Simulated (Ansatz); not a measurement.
One change: `[CH3][Zn][Br]` becomes `[CH3][ZnH]`.

Ansatz, PBE0-D4/def2-TZVP geometries, multiplicity 1. 

Scalar relativity is left out up to krypton.

```tsv
property	`[CH3][Zn][Br]`
HOMO–LUMO gap (PBE0/def2-TZVPP) / eV	7.59
HOMO–LUMO gap (PBE/def2-TZVPP) / eV	5.51
ideal-gas entropy at 298 K and 1 bar (rigid rotor, harmonic PBE0-D4/def2-TZVP) / J/(mol·K)	303
size of the dipole moment (B3LYP/def2-TZVPP) / D	2.38
size of the dipole moment (ωB97M-V/def2-TZVPP) / D	2.35
LUMO energy (PBE0/def2-TZVPP) / eV	-0.57
```

**Question.** Give the same properties after the change, and the shifts. (Estimate.)

**Answer.** Computed: 
```json
{"property": "HOMO–LUMO gap (PBE0/def2-TZVPP) / eV", "`[CH3][ZnH]`": "7.25", "shift": "-0.34"}
{"property": "HOMO–LUMO gap (PBE/def2-TZVPP) / eV", "`[CH3][ZnH]`": "5.40", "shift": "-0.11"}
{"property": "ideal-gas entropy at 298 K and 1 bar (rigid rotor, harmonic PBE0-D4/def2-TZVP) / J/(mol·K)", "`[CH3][ZnH]`": "254", "shift": "-49"}
{"property": "size of the dipole moment (B3LYP/def2-TZVPP) / D", "`[CH3][ZnH]`": "0.51", "shift": "-1.87"}
{"property": "size of the dipole moment (ωB97M-V/def2-TZVPP) / D", "`[CH3][ZnH]`": "0.46", "shift": "-1.89"}
{"property": "LUMO energy (PBE0/def2-TZVPP) / eV", "`[CH3][ZnH]`": "-0.26", "shift": "0.31"}
```

With PBE0 the HOMO rises by 0.65 eV and the LUMO rises by 0.31 eV, so the gap narrows by about 0.34 eV. PBE moves the HOMO by 0.53 eV and ωB97M-V by 0.67 eV. Dipoles are sizes alone; their direction can turn.

B3LYP here is the variant with VWN-RPA as its local correlation; programs differ in this.

Spin–orbit coupling is left out; it splits and shifts lone-pair levels of the heavy atoms by tenths of an eV.
